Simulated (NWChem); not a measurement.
Molecule: PH, triplet; SMILES [PH]

```xyz
2

P      0.0000     0.0000    -0.0898
H      0.0000     0.0000     1.3473
```
Atoms are numbered in this order, from 1.

All runs: NWChem. Pople sets run with spherical d functions. Spin-unrestricted. Structure relaxed at the PBE0/def2-SVP, spin-unrestricted level. No stability test was run on the SCF state. Total energies compare along this basis series because the functional is fixed.

| level | basis functions | energy (Ha) | highest occupied level (eV) | lowest empty minus highest occupied level, either spin (eV) | dipole (D) |
|---|---|---|---|---|---|
| PBE/STO-3G | 10 | -337.8033 | -1.80 | 2.81 | 0.25 |
| PBE/3-21G | 15 | -339.9666 | -6.10 | 2.20 | 0.87 |
| PBE/6-31G* | 20 | -341.6907 | -6.08 | 2.26 | 0.71 |
| PBE/6-31+G* | 24 | -341.6923 | -6.18 | 2.23 | 0.69 |
| PBE/6-311G** | 32 | -341.7201 | -6.21 | 2.21 | 0.62 |
| PBE/6-311++G** | 37 | -341.7210 | -6.18 | 2.21 | 0.64 |
| PBE/def2-TZVPD | 52 | -341.7223 | -6.15 | 2.22 | 0.41 |
| PBE/def2-QZVP | 100 | -341.7343 | -6.17 | 2.22 | 0.43 |
